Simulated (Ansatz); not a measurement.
```yaml
crystal:
  periodic: [false, false, false]
  atoms:
    - {symbol: Al, position_ang: [0.886652, 0.412225, -2.288815]}
    - {symbol: O, position_ang: [0.607063, 0.019589, -0.682287]}
    - {symbol: Ga, position_ang: [0.373808, -0.408693, 1.017469]}
    - {symbol: C, position_ang: [-1.442604, -0.110386, 1.741350]}
    - {symbol: S, position_ang: [-1.751173, -0.362112, 3.303495]}
    - {symbol: H, position_ang: [1.356360, 1.883194, -2.638002]}
    - {symbol: H, position_ang: [0.657414, -0.701607, -3.390529]}
    - {symbol: H, position_ang: [1.566690, -0.968842, 1.842036]}
    - {symbol: H, position_ang: [-2.254210, 0.236632, 1.095293]}
basis:
  gaussian: {orbitals: def2-mTZVPP, nuclear_model: gaussian}
hamiltonian: {xc: {name: HF}}
correlation: {method: mp2, frozen_orbitals: {Al: 9}}
```

```sh
$ ansatz run in.yaml --threads 4 --pin off --events-out ev --progress --plain --max-ram 10444MiB
```

Shortened log:

```
Functional definition: HF
Error: "frozen_orbitals" has no count for O
```

(1) What is wrong with this run?

Answers

(1) Frozen orbitals are typed for one element alone, and the program wants a count for each. The input was rejected before any iteration.
